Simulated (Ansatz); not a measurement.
Isolated molecules relaxed with PBE0-D4/def2-TZVP in Ansatz; ΔE leaves out vibrations. CBS: MP2 limit from def2 TZ/QZ plus the TZ coupled-cluster correction, frozen cores. This one scheme is used for every species. DFT in def2-TZVPP. B3LYP here is the variant with VWN-RPA as its local correlation; programs differ in this. For Ge outer-core shells are correlated without core-valence functions, which leaves a few kJ/mol of doubt a bond. Scalar relativity is left out up to krypton. One conformer a species, not always the lowest.

`O[SiH](O)[CH2][GeH3]` + `O[SiH](Cl)Cl` → `O[SiH](O)[SiH](Cl)Cl` + `O[CH2][GeH3]`  (redistribution)

`O[SiH](O)[CH2][GeH3]`:

Z-matrix (Å, degrees):
```
Si
O 1 1.645
C 1 1.850 2 113.7
O 1 1.647 2 112.1 3 -118.6
H 1 1.483 2 103.3 3 121.8
H 2 0.958 1 117.7 3 54.2
Ge 3 1.963 1 113.5 2 -177.4
H 3 1.094 1 109.2 2 61.3
H 3 1.095 1 110.4 2 -56.6
H 4 0.958 1 117.5 2 -60.4
H 7 1.540 3 109.8 1 -163.5
H 7 1.539 3 110.1 1 -44.2
H 7 1.535 3 110.3 1 76.3
```

`O[SiH](Cl)Cl`:

Cartesian coordinates in Å:
```
O -1.041 0.054 -0.843
Si 0.132 0.233 0.262
Cl 1.979 0.190 -0.608
Cl 0.075 -1.263 1.650
H -1.067 -0.742 -1.377
H -0.079 1.528 0.917
```

`O[SiH](O)[SiH](Cl)Cl`:

Z-matrix (Å, degrees):
```
Si
O 1 1.642
Si 1 2.346 2 103.2
O 1 1.639 2 114.4 3 117.8
H 1 1.482 2 111.6 3 -123.7
H 2 0.959 1 118.9 3 177.2
Cl 3 2.065 1 105.4 2 85.9
Cl 3 2.053 1 109.9 2 -157.0
H 3 1.480 1 118.2 2 -33.5
H 4 0.960 1 117.2 2 -72.2
```

`O[CH2][GeH3]`:

```xyz
9

O     0.641   -1.550   -0.048
C    -0.245   -0.577    0.471
Ge    0.066    1.108   -0.496
H     0.498   -2.378    0.417
H    -0.081   -0.401    1.542
H    -1.296   -0.866    0.339
H     1.514    1.576   -0.286
H    -0.897    2.176    0.056
H    -0.200    0.911   -1.996
```

```json
{"level": "PBE-D4", "ΔE (kJ/mol)": "218.2"}
{"level": "B3LYP-D4", "ΔE (kJ/mol)": "234.2"}
{"level": "B2PLYP", "ΔE (kJ/mol)": "246.6"}
{"level": "PBE0", "ΔE (kJ/mol)": "230.7"}
{"level": "B3LYP", "ΔE (kJ/mol)": "234.1"}
{"level": "CCSD/def2-TZVPP", "ΔE (kJ/mol)": "251.4"}
{"level": "HF/def2-QZVPP", "ΔE (kJ/mol)": "254.7"}
{"level": "MP2/def2-QZVPP", "ΔE (kJ/mol)": "265.2"}
```

Task: What does CCSD(T)/CBS give? (Estimate.)

Result: The calculation gave: +250.3 kJ/mol. The listed levels differ from it by -32.1, -16.1, -3.7, -19.6, -16.2, 1.1, 4.4, 14.9 kJ/mol.

Largest T1 diagnostic among the species: 0.011.

From PBE to PBE0 (25 % exact exchange), in def2-TZVPP and without D4, ΔE moves by +12.6 kJ/mol.
